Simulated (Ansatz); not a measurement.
Molecule: PbH4 (charge 0, singlet). 
Structure (B3LYP-D3(BJ)/def2-TZVP (Ansatz, an electronic-structure program) minimum search):
```xyz
5

Pb     0.0000     0.0000     0.0000
H      1.0223     1.0297     0.9962
H      1.0100    -1.0286    -1.0098
H     -1.0236     1.0025    -1.0223
H     -1.0087    -1.0036     1.0359
```
Charge 0, spin multiplicity 1.

Property: atomisation energy (electronic, to ground-state atoms), in kJ/mol. Cores are frozen in the correlated levels unless marked. Open shells are spin-unrestricted. Spin-orbit coupling is left out. The frozen core is the preceding noble-gas configuration, with the filled d and f shells of earlier blocks. In def2 rows, elements after Kr have scalar-relativistic effective core potentials. The coupled-cluster limit lacks core correlation, which all-electron functionals hold. CBS(X,Y): correlation extrapolated as X^-3; Hartree-Fock from the larger set.

| level | program | atomisation energy (kJ/mol) | minus last row |
|---|---|---|---|
| PBE-D4/def2-TZVPD | Ansatz + dftd4 | 928.0 | -10.9 |
| BLYP-D3(BJ)/def2-TZVPD | Ansatz + dftd3 | 940.4 | 1.5 |
| r2SCAN/def2-TZVPD | Ansatz | 936.5 | -2.4 |
| B3LYP/def2-TZVPD | Ansatz | 942.4 | 3.5 |
| PBE0-D4/def2-TZVPD | Ansatz + dftd4 | 921.5 | -17.4 |
| BHLYP/def2-TZVPD | Ansatz | 927.1 | -11.8 |
| r2SCANh-D4/def2-TZVPD | Ansatz + dftd4 | 934.4 | -4.5 |
| HSE06-D3(BJ)/def2-TZVPD | Ansatz + dftd3 | 920.2 | -18.7 |
| LC-wPBE-D3(BJ)/def2-TZVPD | Ansatz + dftd3 | 929.2 | -9.7 |
| LC-wPBE/def2-TZVPD | Ansatz | 923.9 | -15.0 |
| B2PLYP-D3(BJ)/def2-TZVPD | Ansatz + dftd3 | 920.6 | -18.3 |
| RPA@PBE/def2-TZVPP | Ansatz | 885.6 | -53.3 |
| MP2/def2-SVP | Ansatz | 803.2 | -135.7 |
| MP2/def2-TZVPP | Ansatz | 865.3 | -73.6 |
| RI-MP2/def2-TZVPPD | Ansatz | 866.8 | -72.1 |
| SCS-MP2/def2-QZVPPD | Ansatz | 917.0 | -21.9 |
| CCSD/def2-QZVPP | Ansatz | 925.1 | -13.8 |
| CCSD/def2-QZVPPD | Ansatz | 925.3 | -13.6 |
| CCSD/CBS(def2-TZVPP,def2-QZVPP) | Ansatz | 932.6 | -6.3 |
| CCSD(T)/def2-QZVPPD | Ansatz | 931.9 | -7.0 |
| CCSD(T)/CBS(def2-TZVPPD,def2-QZVPPD) | Ansatz | 938.9 | 0.0 |
